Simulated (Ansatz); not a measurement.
Cost against result

The pair of F⁻ (SMILES [F-], atom 1) and SiH3Cl (SMILES [SiH3]Cl, atoms 2–6), both closed shells, in one local arrangement (a lower one may exist), relaxed at PBE0-D4/def2-TZVPD:

```
6
angstrom
F 0.1910 -0.4660 -1.5783
Si -0.0056 0.1485 -0.0134
Cl 0.0213 -1.9695 0.6794
H 1.2671 0.9577 -0.1450
H -0.1812 0.4940 1.4758
H -1.2926 0.8353 -0.4184
```

Interaction energies are counterpoise-corrected; the time is that of the whole pair.

Ansatz 0.2.0; basis: as named in each row; cores frozen in the correlated methods. B3LYP uses VWN-RPA correlation. Extrapolation: Hartree–Fock as exp(−7.88 √X), correlation as X^−2.97.

Times are rough, for one single point on 2 threads of a shared host (Intel Xeon Platinum 8259CL).

The estimate by CCSD(T) at an estimated basis limit (MP2 extrapolated from triple and quadruple zeta, plus CCSD(T) − MP2 in triple zeta) is -86.75 kcal/mol.

```tsv
method	basis	time (s)	interaction energy (kcal/mol)	method less estimate
HF	STO-3G	under 1	-74.56	12.19
SPW92	def2-SVP	under 1	-94.82	-8.07
PBE-D4	STO-3G	under 1	-68.95	17.80
PBE-D4	def2-SVP	under 1	-86.76	-0.01
B3LYP-D4	6-31G	1	-68.04	18.71
PBE0-D4	def2-SVP	1	-92.79	-6.04
CCSD(T)	def2-SVP	2	-84.92	1.83
PBE-D4	def2-TZVPPD	2	-79.44	7.31
revPBE-D4	def2-TZVPPD	3	-77.82	8.93
BLYP-D4	def2-TZVPPD	4	-75.80	10.95
wB97M-V	def2-SVP	4	-93.20	-6.45
PBE0-D4	def2-TZVPPD	4	-85.91	0.84
HSE06-D4	def2-TZVPPD	5	-85.86	0.89
B3LYP-D4	def2-TZVPPD	5	-82.05	4.70
r2SCAN-D4	def2-TZVPPD	5	-86.76	-0.01
B2PLYP	def2-TZVPPD	8	-81.87	4.88
B97M-V	def2-TZVPPD	8	-88.43	-1.68
wB97X-V	def2-TZVPPD	11	-85.63	1.12
wB97M-V	def2-TZVPPD	11	-86.15	0.60
MP2	def2-QZVPPD	19	-85.96	0.79
CCSD(T)	def2-TZVPPD	51	-83.16	3.59
```

No T1 diagnostic of these runs exceeds 0.023.
